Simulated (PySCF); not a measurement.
Ligands exchanged one at a time, Al Br-OH. All species are isolated molecules in the gas phase. One relaxed conformer stands for each flexible species; it need not be the lowest. Strings in code marks are SMILES.

Calculation: PySCF with B3LYP-D3(BJ)/def2-TZVP // PBE0-D4/def2-TZVP. All candidates: neutral, multiplicity 1. B3LYP has the VWN-RPA correlation part, as in Gaussian. Excitations are Tamm–Dancoff values on a coarser integration grid. The basis has no diffuse functions, so Rydberg states are missing or too high.

```json
{
 "T1 excitation (TDA)": "5.50 eV",
 "HOMO–LUMO gap": "6.77 eV",
 "S1 excitation (TDA)": "5.76 eV"
}
```

Question: Say which member has these values.
A. `[Br][Al]([Br])[Br]`
B. `[OH][Al]([OH])[OH]`
C. `[OH][Al]([OH])[Br]` (H–O–Al–Br torsion 0°, Br–Al–O–H torsion -180°)
D. `[OH][Al]([Br])[Br]`

Answer: D, `[OH][Al]([Br])[Br]`. The others give `[Br][Al]([Br])[Br]`: 5.30 eV, 6.56 eV, 5.56 eV; `[OH][Al]([OH])[OH]`: 6.44 eV, 7.96 eV, 6.75 eV; `[OH][Al]([OH])[Br]` (H–O–Al–Br torsion 0°, Br–Al–O–H torsion -180°): 5.98 eV, 7.25 eV, 6.25 eV
